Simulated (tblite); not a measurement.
C₇H₁₁NO.
Cartesian coordinates in Å at the GFN2-xTB level; atoms count from 1:
```xyz
20
C7H11NO angstrom
C     -1.9266   -0.0635    1.1927
C     -1.7379   -0.1462   -0.3179
C     -0.4168    0.4801   -0.7408
C      0.0249    0.3019   -2.1723
C      1.1524   -0.3306   -1.8625
C      0.8787   -0.3245   -0.3808
N      1.8436    0.3153    0.4728
C      2.0240   -0.0582    1.7528
O      1.4485   -0.9645    2.3012
H     -2.8512   -0.5526    1.4882
H     -1.1003   -0.5469    1.7086
H     -1.9701    0.9750    1.5151
H     -2.5566    0.3714   -0.8245
H     -1.7546   -1.1907   -0.6362
H     -0.3684    1.5167   -0.3981
H     -0.4486    0.5813   -3.0952
H      1.9742   -0.7303   -2.4278
H      0.6667   -1.3037    0.0538
H      2.3293    1.1173    0.1041
H      2.7837    0.5633    2.2636
```

All values are computed: GFN2-xTB (tblite) harmonic vibrations without scaling, gas phase. This tight-binding method is rough: wavenumbers can miss measured ones by several per cent, in bad cases by 10 to 20. One conformer, not necessarily the lowest.

Harmonic wavenumbers (cm⁻¹): 41.1, 87.6, 113.9, 189.9, 208.6, 220.9, 267.4, 299.9, 397.2, 425.0, 513.5, 550.7, 702.3, 766.4, 808.6, 824.6, 866.9, 920.7, 940.2, 963.9, 1002.0, 1030.3, 1041.6, 1088.7, 1103.9, 1111.7, 1162.4, 1168.3, 1176.8, 1198.2, 1236.9, 1254.6, 1267.7, 1295.7, 1348.3, 1378.7, 1414.2, 1420.6, 1490.8, 1502.6, 1505.0, 1653.8, 1764.7, 2766.4, 2941.7, 2963.3, 2966.9, 2983.8, 3030.1, 3043.3, 3048.0, 3117.1, 3136.8, 3457.6.

A = 2076, B = 1425, C = 925.8 MHz; mass 125.084 u (most abundant isotopes); point group C1, symmetry number 1.

Q: Zero-point energy?

A: ½Σν̃ = 36591 cm⁻¹ = 104.62 kcal/mol.

Q: Give the ideal-gas entropy at 298.15 K and 1 bar in the rigid-rotor, harmonic-oscillator model (classical rotation).

A: Translation 40.41, rotation 29.15, vibration 26.72: S = 96.3 cal/(mol K).

Q: And Cp and H(298.15 K) − H(0)?

A: Cp = 36.82 cal/(mol K), of which vibrations give 28.87 (their classical limit is 54 R = 107.3); H(298.15 K) − H(0) = 6.61 kcal/mol without the zero-point energy, 4.24 from vibrations.

Q: How do the functions run with temperature in this model?

A: 
| T (K) | S (cal/(mol K)) | Cp (cal/(mol K)) | H − H(0) (kcal/mol) | G − H(0) (kcal/mol) | ln q(vib) |
| --- | --- | --- | --- | --- | --- |
| 50 | 58.2 | 12.4 | 0.49 | -2.42 | 0.50 |
| 100 | 68.5 | 17.9 | 1.25 | -5.60 | 1.56 |
| 373.15 | 105.4 | 44.9 | 9.67 | -29.66 | 8.10 |
| 500 | 120.3 | 57.1 | 16.17 | -43.99 | 11.20 |
| 750 | 147.0 | 74.3 | 32.75 | -77.47 | 17.29 |
| 1000 | 170.0 | 85.4 | 52.81 | -117.16 | 23.11 |

q(vib) and H(0) count from the zero-point level.

Q: Blend soft modes into free rotors: weight 1/[1 + (100 cm⁻¹/ν̃)⁴] for the oscillator and the rest for a rotor with moment μB/(μ + B), μ = h/(8π²ν), B = 10⁻⁴⁴ kg m². What vibrational entropy results?

A: 24.68 cal/(mol K) in place of 26.72, which changes −T·S at 298.15 K by +0.61 kcal/mol.

Q: What must be added to the electronic energy to get the Gibbs energy at 298.15 K and 1 bar?

A: ZPE + [H(298.15 K) − H(0)] − T·S = 104.62 + 6.61 − 28.71 = 82.52 kcal/mol.

Hindered rotation and anharmonicity are outside this model. Other conformers, if any are populated, would add a mixing term that is left out. The structure is chiral; the term R ln 2 for an equal mix with its mirror image is left out.

Hardware: Intel Xeon at 2.50 GHz, one thread, shared host with 64 logical CPUs at a one-minute load of 59. Cost: 2.5 s. The figure is for the frequency step alone.
